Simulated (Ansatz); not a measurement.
Ansatz (a quantum-chemistry and plane-wave program) input (B3LYP-D3(BJ)/def2-TZVP):

Ansatz 0.2 input:
```yaml
crystal:
  periodic: [false, false, false]
  atoms:
    - {symbol: N, position_ang: [-0.00000000, -0.00000000, -0.13532734]}
    - {symbol: H, position_ang: [0.00000000, 0.00000000, 0.94729136]}
basis:
  gaussian:
    orbitals: def2-TZVP
hamiltonian:
  xc: b3lyp
  dispersion: d3bj
total_charge: 1
magnetization: {spin_polarized: true, initial_magnetization: 1}
phonons: {temperatures: {t_min: 298.15, t_max: 298.15, t_step: 100}}
```

Output:

```
Functional definition: B3LYP
integrals: 0.00 GiB planned
199 factors; their error is unknown
mean field: 0.07 GiB planned
mean field evaluation 1: about -1487.9878 eV, gradient 2.0e1 eV
mean field evaluation 2: about -1488.7277 eV, gradient 1.5e1 eV
mean field evaluation 4: about -1489.6357 eV, gradient 9.7e-2 eV
mean field evaluation 8: about -1489.6250 eV, gradient 1.7e-3 eV
mean field evaluation 16: about -1489.6668 eV, gradient 7.6e-1 eV
mean field evaluation 32: about -1484.9497 eV, gradient 1.5e1 eV
mean field -1489.67836581 eV, -54.7446702031 hartree, gradient 6.2e-6 eV, S^2 1.028732; 5 other end points of the search recorded, 0 dependent functions left out
the calculation of the forces begins
reference -1489.67847490 eV, -54.7446742124 hartree; 4, 3 occupied and 33, 34 virtual orbitals, 199 factors
these checks for a lower state are left out or cut short: stability, starts, cluster_reference, orbital_swaps, neighbouring_geometries, increment
integrals: 0.00 GiB planned
199 factors; their error is unknown
mean field: 0.07 GiB planned
mean field -1489.67836580 eV, -54.7446702030 hartree, gradient 1.3e-6 eV, S^2 1.028732; 0 other end points of the search recorded, 0 dependent functions left out
the calculation of the forces begins
reference -1489.67847490 eV, -54.7446742123 hartree; 4, 3 occupied and 33, 34 virtual orbitals, 199 factors
these checks for a lower state are left out or cut short: stability, starts, cluster_reference, orbital_swaps, neighbouring_geometries, increment
integrals: 0.00 GiB planned
199 factors; their error is unknown
mean field: 0.07 GiB planned
mean field -1489.67836580 eV, -54.7446702030 hartree, gradient 1.3e-6 eV, S^2 1.028732; 0 other end points of the search recorded, 0 dependent functions left out
the calculation of the forces begins
reference -1489.67847490 eV, -54.7446742123 hartree; 4, 3 occupied and 33, 34 virtual orbitals, 199 factors
these checks for a lower state are left out or cut short: stability, starts, cluster_reference, orbital_swaps, neighbouring_geometries, increment
integrals: 0.00 GiB planned
199 factors; their error is unknown
mean field: 0.07 GiB planned
mean field -1489.67836580 eV, -54.7446702030 hartree, gradient 1.2e-6 eV, S^2 1.028732; 0 other end points of the search recorded, 0 dependent functions left out
the calculation of the forces begins
reference -1489.67847490 eV, -54.7446742123 hartree; 4, 3 occupied and 33, 34 virtual orbitals, 199 factors
these checks for a lower state are left out or cut short: stability, starts, cluster_reference, orbital_swaps, neighbouring_geometries, increment
integrals: 0.00 GiB planned
199 factors; their error is unknown
mean field: 0.07 GiB planned
mean field evaluation 64: about -1489.6861 eV, gradient 7.0e-4 eV
mean field -1489.67836580 eV, -54.7446702030 hartree, gradient 1.3e-6 eV, S^2 1.028732; 0 other end points of the search recorded, 0 dependent functions left out
the calculation of the forces begins
reference -1489.67847490 eV, -54.7446742123 hartree; 4, 3 occupied and 33, 34 virtual orbitals, 199 factors
these checks for a lower state are left out or cut short: stability, starts, cluster_reference, orbital_swaps, neighbouring_geometries, increment
integrals: 0.00 GiB planned
199 factors; their error is unknown
mean field: 0.07 GiB planned
mean field -1489.67827797 eV, -54.7446669753 hartree, gradient 1.3e-6 eV, S^2 1.028087; 0 other end points of the search recorded, 0 dependent functions left out
the calculation of the forces begins
reference -1489.67838697 eV, -54.7446709809 hartree; 4, 3 occupied and 33, 34 virtual orbitals, 199 factors
these checks for a lower state are left out or cut short: stability, starts, cluster_reference, orbital_swaps, neighbouring_geometries, increment
integrals: 0.00 GiB planned
199 factors; their error is unknown
mean field: 0.07 GiB planned
mean field -1489.67827110 eV, -54.7446667226 hartree, gradient 1.2e-6 eV, S^2 1.029384; 0 other end points of the search recorded, 0 dependent functions left out
the calculation of the forces begins
reference -1489.67838030 eV, -54.7446707356 hartree; 4, 3 occupied and 33, 34 virtual orbitals, 199 factors
these checks for a lower state are left out or cut short: stability, starts, cluster_reference, orbital_swaps, neighbouring_geometries, increment
integrals: 0.00 GiB planned
199 factors; their error is unknown
mean field: 0.07 GiB planned
mean field -1489.67836580 eV, -54.7446702030 hartree, gradient 1.3e-6 eV, S^2 1.028732; 0 other end points of the search recorded, 0 dependent functions left out
the calculation of the forces begins
reference -1489.67847490 eV, -54.7446742123 hartree; 4, 3 occupied and 33, 34 virtual orbitals, 199 factors
these checks for a lower state are left out or cut short: stability, starts, cluster_reference, orbital_swaps, neighbouring_geometries, increment
integrals: 0.00 GiB planned
199 factors; their error is unknown
mean field: 0.07 GiB planned
mean field evaluation 96: about -1489.6782 eV, gradient 2.2e-1 eV
mean field -1489.67836580 eV, -54.7446702030 hartree, gradient 1.3e-6 eV, S^2 1.028732; 0 other end points of the search recorded, 0 dependent functions left out
the calculation of the forces begins
reference -1489.67847490 eV, -54.7446742123 hartree; 4, 3 occupied and 33, 34 virtual orbitals, 199 factors
these checks for a lower state are left out or cut short: stability, starts, cluster_reference, orbital_swaps, neighbouring_geometries, increment
integrals: 0.00 GiB planned
199 factors; their error is unknown
mean field: 0.07 GiB planned
mean field -1489.67836580 eV, -54.7446702030 hartree, gradient 1.3e-6 eV, S^2 1.028732; 0 other end points of the search recorded, 0 dependent functions left out
the calculation of the forces begins
reference -1489.67847490 eV, -54.7446742123 hartree; 4, 3 occupied and 33, 34 virtual orbitals, 199 factors
these checks for a lower state are left out or cut short: stability, starts, cluster_reference, orbital_swaps, neighbouring_geometries, increment
integrals: 0.00 GiB planned
199 factors; their error is unknown
mean field: 0.07 GiB planned
mean field -1489.67836580 eV, -54.7446702030 hartree, gradient 1.2e-6 eV, S^2 1.028732; 0 other end points of the search recorded, 0 dependent functions left out
the calculation of the forces begins
reference -1489.67847490 eV, -54.7446742123 hartree; 4, 3 occupied and 33, 34 virtual orbitals, 199 factors
these checks for a lower state are left out or cut short: stability, starts, cluster_reference, orbital_swaps, neighbouring_geometries, increment
integrals: 0.00 GiB planned
199 factors; their error is unknown
mean field: 0.07 GiB planned
mean field -1489.67827110 eV, -54.7446667226 hartree, gradient 1.2e-6 eV, S^2 1.029384; 0 other end points of the search recorded, 0 dependent functions left out
the calculation of the forces begins
reference -1489.67838030 eV, -54.7446707356 hartree; 4, 3 occupied and 33, 34 virtual orbitals, 199 factors
these checks for a lower state are left out or cut short: stability, starts, cluster_reference, orbital_swaps, neighbouring_geometries, increment
integrals: 0.00 GiB planned
199 factors; their error is unknown
mean field: 0.07 GiB planned
mean field evaluation 128: about -1489.6783 eV, gradient 2.4e-4 eV
mean field -1489.67827797 eV, -54.7446669753 hartree, gradient 1.3e-6 eV, S^2 1.028087; 0 other end points of the search recorded, 0 dependent functions left out
the calculation of the forces begins
reference -1489.67838697 eV, -54.7446709809 hartree; 4, 3 occupied and 33, 34 virtual orbitals, 199 factors
Total energy: -1489.68729606 eV, -54.7449983840 hartree
Atom 0 at    -0.000000    -0.000000    -0.135327 Å, force    -0.000000    -0.000000     0.001402 eV/Å
Atom 1 at     0.000000     0.000000     0.947291 Å, force     0.000000     0.000000    -0.001402 eV/Å
Dipole moment:    -0.000000     0.006523     0.353786 e Å
Vibrations: 2906.29 cm⁻¹, zero-point energy 0.180167 eV
```

The determinant is spin-contaminated: <S^2> is 1.03 against 0.75 for a pure state.
